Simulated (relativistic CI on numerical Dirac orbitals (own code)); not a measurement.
## Radial parameters of Tl LXIII

These numbers are calculated, not measured: Dirac-Coulomb-Breit CI, separate exchange-only KLI orbitals for each configuration, a model potential for QED, unscaled Slater integrals (own radial code, finite nucleus).

Slater integrals F^k, G^k are unscaled and averaged over j, outside the closed core [Ne]; ζ comes from projecting the Hamiltonian with its Breit term on Σ l·s of the shell.

- 3s²3p⁶3d: ζ(3d) = 380340 cm⁻¹; <r>(3d) = 0.1477, <r^2>(3d) = 0.02518 (bohr units).
- 3s²3p⁵3d²: ζ(3p) = 2.8484e+06, F^2(3d,3d) = 694190, F^4(3d,3d) = 449270, F^2(3p,3d) = 594560, G^1(3p,3d) = 621690, G^3(3p,3d) = 418130, ζ(3d) = 377760 cm⁻¹; <r>(3p) = 0.1654, <r^2>(3p) = 0.03177, <r>(3d) = 0.1478, <r^2>(3d) = 0.02524 (bohr units).
- 3s3p⁶3d²: F^2(3d,3d) = 693880, F^4(3d,3d) = 449060, G^2(3s,3d) = 485290, ζ(3d) = 379190 cm⁻¹; <r>(3s) = 0.1669, <r^2>(3s) = 0.03193, <r>(3d) = 0.1479, <r^2>(3d) = 0.02526 (bohr units).

(1) Give the Racah parameters of the d shell in 3s²3p⁵3d².

Averages of the first 10 configurations, taken without configuration mixing, which lowers the lowest level and can move excited configurations by several eV; other configurations of the list can lie among them:

| Configuration | Parity | States | Average energy above the lowest level (eV) |
| --- | --- | --- | --- |
| 3s²3p⁶3d | even | 10 | 71.6 |
| 3s²3p⁵3d² | odd | 270 | 623.8 |
| 3s3p⁶3d² | even | 90 | 1232.3 |
| 3s²3p⁶4s | even | 2 | 2647.4 |
| 3s²3p⁶4p | odd | 6 | 2881.4 |
| 3s²3p⁶4d | even | 10 | 3107.9 |
| 3s²3p⁵3d4s | odd | 120 | 3187.5 |
| 3s²3p⁶4f | odd | 14 | 3251.9 |
| 3s²3p⁵3d4p | even | 360 | 3421.9 |
| 3p⁶3d³ | even | 120 | 2406.3 |

## Answers

(1) B = F²/49 − 5F⁴/441 = 9073 cm⁻¹ and C = 35F⁴/441 = 35656 cm⁻¹.
